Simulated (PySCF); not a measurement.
C5H14Ge, SMILES CC(C)(C)[CH2][GeH3] (GFN2-xTB optimised geometry):

```
20

C      1.369     0.729     0.000
C     -0.158     0.729     0.000
C     -0.660     2.177     0.000
C     -0.667     0.018    -1.252
C     -0.684     0.026     1.255
Ge    -0.396    -1.921     1.405
H      1.748    -0.292     0.007
H      1.751     1.230    -0.887
H      1.753     1.246     0.877
H     -0.334     2.696     0.899
H     -0.274     2.714    -0.864
H     -1.747     2.207    -0.037
H     -0.374     0.561    -2.148
H     -1.753    -0.058    -1.234
H     -0.251    -0.988    -1.308
H     -0.244     0.497     2.138
H     -1.763     0.187     1.328
H     -0.783    -2.368     2.781
H      1.020    -2.360     1.204
H     -1.237    -2.714     0.455
```

Computed with PySCF 2.14.0 with CAM-B3LYP/def2-SVP.

**Question.** What are the frontier orbital energies and the dipole moment?

**Answer.** HOMO-2 -10.32 eV, HOMO-1 -10.24 eV, HOMO -9.55 eV, LUMO 2.13 eV, LUMO+1 3.03 eV; dipole moment 0.89 D.

Meta-Löwdin charges at CAM-B3LYP/def2-SVP: C1 -0.29, C2 0.09, C3 -0.29, C4 -0.29, C5 -0.35, Ge6 0.36, H7 0.09, H8 0.09, H9 0.09, H10 0.09, H11 0.09, H12 0.09, H13 0.09, H14 0.09, H15 0.09, H16 0.09, H17 0.09, H18 -0.08, H19 -0.08, H20 -0.08.
